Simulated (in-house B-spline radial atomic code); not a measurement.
# BLYP excitations of Sr²⁺

Method: BLYP. Computed with an all-electron radial atomic-structure program (B-spline basis): linear response of the closed shell [Ar] 3d10 4s2 4p6 with the functional's adiabatic kernel; scalar-relativistic (spin-free one-electron X2C), finite nucleus, no spin-orbit coupling, no double excitations, S, P, D and F terms only; shells from n = 2 respond. Only terms of natural parity with L up to 3 were computed.

Command:
```bash
python run_td.py task.json out
```
Settings (radii: box in bohr, nucleus in fm):
```
Z                        38
electrons                36
configuration            [Ar] 3d10 4s2 4p6
hamiltonian              x2c
method                   b88,lyp
box_radius               29.48
rms_radius               4.224
intervals                73
```

Run time, properties included: 2.5 s on 1 thread of Arm Neoverse N1 (shared host).

The lowest states, in the order of their Tamm-Dancoff energies; the method's threshold (minus the highest occupied level) is 36.32 eV. Labels give the largest channel, * marks a mixed state, and oscillator strengths are full-response dipole values. Semilocal kernels can invert the small singlet-triplet splittings of Rydberg terms. Energies in eV:

```json
{"state": "4p → 4d 3P", "full response": "?", "Tamm-Dancoff": "?", "oscillator strength": "-"}
{"state": "4p → 4d 3F", "full response": "21.866", "Tamm-Dancoff": "21.939", "oscillator strength": "-"}
{"state": "4p → 5s 3P", "full response": "22.235", "Tamm-Dancoff": "22.243", "oscillator strength": "-"}
{"state": "4p → 5s 1P", "full response": "22.613", "Tamm-Dancoff": "22.627", "oscillator strength": "0.409"}
{"state": "4p → 4d 1F", "full response": "23.268", "Tamm-Dancoff": "23.278", "oscillator strength": "-"}
{"state": "4p → 5p 3S", "full response": "25.866", "Tamm-Dancoff": "25.877", "oscillator strength": "-"}
{"state": "4p → 5p 3D", "full response": "26.009", "Tamm-Dancoff": "26.016", "oscillator strength": "-"}
{"state": "4p → 5p 1D", "full response": "26.218", "Tamm-Dancoff": "26.223", "oscillator strength": "-"}
{"state": "4p → 4d 1P", "full response": "26.953", "Tamm-Dancoff": "27.425", "oscillator strength": "3.41"}
{"state": "4p → 5p 1S", "full response": "?", "Tamm-Dancoff": "?", "oscillator strength": "-"}
```

**Question.** Where does 4p → 5p 1S lie?

**Answer.** At 27.447 eV in full response, 27.563 eV in Tamm-Dancoff.

**Question.** Where does 4p → 4d 3P lie?

**Answer.** At 21.683 eV in full response, 21.737 eV in Tamm-Dancoff.

**Question.** How large is the singlet-triplet splitting of 4p → 5s (P terms) in Tamm-Dancoff?

**Answer.** 0.384 eV, from the unrounded values.

**Question.** What polarisabilities and dispersion coefficient does the method give?

**Answer.** Dipole 5.989 bohr³, quadrupole 18.48 bohr⁵, C6 29.91 hartree·bohr⁶ for two such species.
